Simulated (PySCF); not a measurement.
Compound: C2H8O3Si2.
Numbering: `[CH3:1][O:2][C:3](=[O:4])[SiH2:5][O:6][SiH3:7]` (hydrogens: H8, H9, H10 on C1; H11, H12 on Si5; H13, H14, H15 on Si7)

Computed with PySCF at PBE0/pcSseg-1 and CAM-B3LYP/def2-SVPD, non-relativistic, on one gas-phase PBE0-D3(BJ)/def2-SVP geometry that isn't relaxed in the solvent. The solvent is an IEF-PCM continuum (Bondi radii, 1.10 Å for H, scaled by 1.2). Specific hydrogen bonds and non-electrostatic terms are outside this model.

Gas phase at PBE0/pcSseg-1: HOMO -7.86 eV, LUMO -0.59 eV, dipole 2.21 D.

Question: What does the continuum do to the energy, the frontier levels and the dipole at PBE0/pcSseg-1 in cyclohexane and acetonitrile?

Answer: 
```tsv
solvent	ε	E(solvent) − E(gas) (kcal/mol)	polarisation term (kcal/mol)	distortion of the solute (kcal/mol)	HOMO (eV)	LUMO (eV)	dipole (D)
cyclohexane	2.017	-1.57	-1.64	0.07	-7.87	-0.57	2.39
acetonitrile	35.69	-3.94	-4.36	0.42	-7.92	-0.57	2.65
```

Polarisation term: ½ Σ q·V over the induced surface charges. Distortion: the rise of the solute's own energy as its density leaves the gas-phase optimum. From cyclohexane to acetonitrile the lowering changes by a factor 2.50, Onsager's factor (ε − 1)/(2ε + 1) by 2.37 and ε itself by 17.7.

Question: Which radius a makes the point-dipole formula ΔE = −[(ε − 1)/(2ε + 1)]·μ²/a³ give the value in acetonitrile, with the gas-phase dipole?

Answer: μ = 0.870 au and |ΔE| = 0.00628 Eh give a = 2.05 Å; the farthest nucleus lies 4.29 Å from the centroid of the nuclei, so such a sphere wouldn't even hold the nuclei. The formula assumes a rigid point dipole at the centre of a sphere.

Question: Which IAO charges (PBE0/pcSseg-1) respond most in acetonitrile (means over atoms taken as equivalent)?

Answer: 
| atoms | environment | gas (e) | solvent (e) | change |
| --- | --- | --- | --- | --- |
| O4 | carbonyl oxygen | -0.445 | -0.473 | -0.028 |
| C3 | carbonyl carbon | +0.251 | +0.261 | +0.010 |
| H8/H9/H10 | methyl hydrogen | +0.156 | +0.163 | +0.007 |
| H11/H12 | Si–H hydrogen | -0.128 | -0.123 | +0.005 |
| O6 | siloxane oxygen | -0.868 | -0.873 | -0.005 |
| C1 | methoxy carbon | -0.216 | -0.222 | -0.006 |

Question: How do the nuclear quadrupole coupling constants eQVzz/h respond in acetonitrile?

Answer: 
| nucleus | Q (barn) | gas (MHz) | solvent (MHz) | η gas | η solvent |
| --- | --- | --- | --- | --- | --- |
| 17O at O2 | -0.0256 | -10.14 | -9.90 | 0.33 | 0.31 |
| 17O at O4 | -0.0256 | 9.27 | 9.11 | 0.29 | 0.22 |
| 17O at O6 | -0.0256 | -6.94 | -6.89 | 0.21 | 0.22 |

Gas phase at CAM-B3LYP/def2-SVPD: HOMO -9.34 eV, LUMO 0.41 eV, dipole 2.19 D.

Question: What does the continuum do to the energy, the frontier levels and the dipole at CAM-B3LYP/def2-SVPD in acetonitrile?

Answer: 
```json
{"solvent": "acetonitrile", "ε": "35.69", "E(solvent) − E(gas) (kcal/mol)": "-3.82", "polarisation term (kcal/mol)": "-4.32", "distortion of the solute (kcal/mol)": "0.50", "HOMO (eV)": "-9.38", "LUMO (eV)": "0.44", "dipole (D)": "2.69"}
```

Question: How does the static polarisability (CAM-B3LYP/def2-SVPD, frozen core, with the continuum's full static response) change?

Answer: 
| medium | isotropic (au) | principal values (au) | ⟨r²⟩ of the electrons (bohr²) |
| --- | --- | --- | --- |
| gas | 86.6 | 72.3, 86.9, 100.8 | 1446.5 |
| acetonitrile | 111.9 | 98.6, 115.2, 122.0 | 1445.3 |

The isotropic value in acetonitrile is 1.29 times the gas-phase one; no cavity-field correction is applied. ⟨r²⟩ is taken about the centre of nuclear charge.

Time: 54 s; peak memory 0.90 GiB. Hardware: one thread of an AMD EPYC, on a shared host. This is the whole shielding run at PBE0/pcSseg-1 in acetonitrile, SCF included.

The values belong to the conformer `[CH3:1][O:2][C:3](=[O:4])[SiH2:5][O:6][SiH3:7]`: C1–O2–C3–O4 0°, O2–C3–Si5–O6 179°, C3–Si5–O6–Si7 1°.
